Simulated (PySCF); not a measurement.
Isomers of CH10N2OSi3, one GFN2-xTB conformer each. Single-point energies are computed at PBE0/pcSseg-1 (PySCF, gas phase, no added dispersion term), electronic only.

| SMILES | GFN2-xTB relative energy (kJ/mol) |
| --- | --- |
| O=CN[SiH2]N([SiH3])[SiH3] | 137.2 |
| CN1[SiH2][SiH2]O[Si@@H]1N | 0.0 |
| C=NN[SiH2][SiH2]O[SiH3] | 191.4 |
| NC(=O)[SiH2]N([SiH3])[SiH3] | 238.2 |

Conformers: `[O:1]=[CH:2][NH:3][SiH2:4][N:5]([SiH3:6])[SiH3:7]` with O1–C2–N3–Si4 0°, C2–N3–Si4–N5 -178°, N3–Si4–N5–Si6 -143°; `[CH3:1][N:2]1[SiH2:3][SiH2:4][O:5][Si@@H:6]1[NH2:7]` with O5–Si6–N7–H 180° and 44°; `[CH2:1]=[N:2][NH:3][SiH2:4][SiH2:5][O:6][SiH3:7]` with C1–N2–N3–Si4 -177°, N2–N3–Si4–Si5 -7°, N3–Si4–Si5–O6 -179°; `[NH2:1][C:2](=[O:3])[SiH2:4][N:5]([SiH3:6])[SiH3:7]` with H–N1–C2–O3 180° and 0°, N1–C2–Si4–N5 178°, C2–Si4–N5–Si6 6°.

Q: What does PBE0/pcSseg-1 give for the same structures?

A: 
| SMILES | PBE0/pcSseg-1 E (Eh) | PBE0/pcSseg-1 (kJ/mol) | GFN2-xTB (kJ/mol) | point group |
| --- | --- | --- | --- | --- |
| CN1[SiH2][SiH2]O[Si@@H]1N | -1096.79160 | 0.0 | 0.0 | C1 |
| O=CN[SiH2]N([SiH3])[SiH3] | -1096.73156 | 157.6 | 137.2 | C1 |
| NC(=O)[SiH2]N([SiH3])[SiH3] | -1096.70864 | 217.8 | 238.2 | near Cs |
| C=NN[SiH2][SiH2]O[SiH3] | -1096.67124 | 316.0 | 191.4 | C1 |

Both levels put the same isomer lowest; measured from each level's own lowest isomer, the values differ by up to 124.6 kJ/mol (C=NN[SiH2][SiH2]O[SiH3]: 191.4 against 316.0). As drawn, the highest has a C=N bond and an N–N linkage, which the lowest lacks.

Q: Which frontier levels, dipoles and rotational constants go with these structures?

A: 
| SMILES | HOMO (eV, PBE0/pcSseg-1) | LUMO (eV) | dipole (D) | A, B, C (MHz) |
| --- | --- | --- | --- | --- |
| CN1[SiH2][SiH2]O[Si@@H]1N | -6.80 | -0.36 | 1.54 | 1880, 1552, 953.7 |
| O=CN[SiH2]N([SiH3])[SiH3] | -7.57 | -0.16 | 3.46 | 2637, 811.1, 659.1 |
| NC(=O)[SiH2]N([SiH3])[SiH3] | -7.36 | -0.38 | 4.29 | 2558, 991.8, 734.6 |
| C=NN[SiH2][SiH2]O[SiH3] | -6.65 | -0.59 | 1.77 | 4366, 560.6, 506.1 |
